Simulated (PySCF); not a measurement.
**Mg (magnesium, neutral) across methods**

[Ne] 3s1 3p1, high-spin 3P determinant (an excited configuration). Computed with PySCF 2.14 in aug-cc-pCVTZ-DK with one added diffuse shell each of s, p, d, f type (9s8p6d4f, 91 functions), with scalar relativity by spin-free X2C-1e. The B2PLYP total includes its PT2 part (frozen core); its orbital energies are those of the SCF part.

| method | E (hartree) | mean ε 2p β (eV) | mean ε 3s α (eV) | mean ε 3p α (eV) | Σ⟨r²⟩ (bohr²) | ⟨S²⟩ |
| --- | --- | --- | --- | --- | --- | --- |
| PBE | -200.1665 | -48.125 | -6.012 | -2.485 | 35.13 | 2.000 |
| UHF | -199.85331 | -63.409 | -9.300 | -5.003 | 35.16 | 2.000 |
| B2PLYP | -200.1713 | -56.428 | -7.719 | -3.681 | 35.00 | 2.000 |
| TPSS | -200.3041 | -48.514 | -5.984 | -2.493 | 34.80 | 2.000 |
| PBEsol | -199.7273 | -48.047 | -5.999 | -2.431 | 35.16 | 2.000 |
| r2SCAN | -200.2629 | -49.558 | -6.198 | -2.564 | 34.73 | 2.000 |
| PBE0 | -200.1850 | -52.209 | -6.920 | -3.166 | 34.79 | 2.000 |
| LDA | -199.3386 | -48.252 | -6.118 | -2.441 | 35.39 | 2.000 |
